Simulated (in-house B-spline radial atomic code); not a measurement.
Values are calculated unless marked as measured or tabulated.
Stopping and range of 30 keV Hf in InAs

The pair potential comes from two frozen, spherical free-atom densities (PBE, B-spline radial code, scalar-relativistic past argon): electrostatics plus the change in Thomas-Fermi kinetic and Dirac exchange energy where they overlap, the recipe behind the universal ZBL potential, which averages such potentials (from solid-state densities) over many pairs. It is written V = (Z1 Z2 e²/r) φ(r/a), with e² = 14.3996 eV·Å and a = 0.46850 Å/(Z1^0.23 + Z2^0.23); ZBL's fit is φ = 0.18175 e^(−3.1998x) + 0.50986 e^(−0.94229x) + 0.28022 e^(−0.4029x) + 0.02817 e^(−0.20162x). Where φ falls below 4e-4 it is continued as an exponential.

The target is taken as amorphous, with density 5.68 g/cm³ (NSM archive of the Ioffe Institute); channelling is ignored. Masses: Hf 178.49, In 114.82, As 74.92 u. Nuclear stopping is S_n = 4π a Z1 Z2 e² M1/(M1 + M2) × s_n(ε), with s_n integrated over impact parameters for each pair. Electronic stopping is Lindhard and Scharff's S_e = Z1^(1/6) 8π e² a0 Z1 Z2/(Z1^(2/3) + Z2^(2/3))^(3/2) × v/v0, with a0 = 0.529177 Å and v = v0 at 24.801 keV/u; it misses the oscillations with Z1 seen in experiment, which reach tens of per cent. Compounds add by atom fraction.

```csv
target atom,a (Å),ε at this energy,"s_n, this pair","s_n, ZBL potential"
In,0.09147,0.02115,0.2083,0.2144
As,0.09544,0.02474,0.2197,0.2254
```

Question: What are the atom density and the stopping powers at entry?

Answer: N = 5.68 × 0.602214/94.87 = 0.03606 atoms/Å³. For In: S_n = 35540 × 0.2083 = 7402 eV·Å², S_e = 3.8510 × √30000 = 667 eV·Å². For As: S_n = 28900 × 0.2197 = 6349 eV·Å², S_e = 3.0430 × √30000 = 527.1 eV·Å². Averaged over the target's atoms (half each) and times N × 10 Å/nm, the ion loses N S_n = 2480 eV/nm to recoils and N S_e = 215 eV/nm to electrons; the nuclear share is 92 %.

Along the track:

```json
{"E (keV)": "1.5", "N S_n (eV/nm)": "672", "N S_e (eV/nm)": "48.1"}
{"E (keV)": "4.5", "N S_n (eV/nm)": "1160", "N S_e (eV/nm)": "83.4"}
{"E (keV)": "9", "N S_n (eV/nm)": "1580", "N S_e (eV/nm)": "118"}
{"E (keV)": "15", "N S_n (eV/nm)": "1940", "N S_e (eV/nm)": "152"}
{"E (keV)": "22.5", "N S_n (eV/nm)": "2250", "N S_e (eV/nm)": "186"}
{"E (keV)": "30", "N S_n (eV/nm)": "2480", "N S_e (eV/nm)": "215"}
```

Question: Estimate the path length and the projected range.

Answer: With continuous slowing down the path is the integral of dE/(N (S_n + S_e)). Trapezoids over the table give 15.9 nm, and the stretch below the first row, with stopping taken as √E, adds 2E/(N S) = 4.2 nm: 20.1 nm in all, against 19.9 nm on a fine grid from 5 eV. Deflections shorten the depth: to first order in the energy passed on, N (S_n + S_e) dR_p/dE = 1 − N S_n (M2/M1) R_p/(2E), summed over the target's atoms, and integrating this on the fine grid gives R_p = 13.4 nm, 0.68 of the path. Lindhard's rule of thumb R/(1 + M2/3M1), with mean M2/M1 = 0.53, gives 16.9 nm. On the ZBL potential the same equation gives 13.1 nm, and the full integral equation, which keeps hard collisions, 13.3 nm.
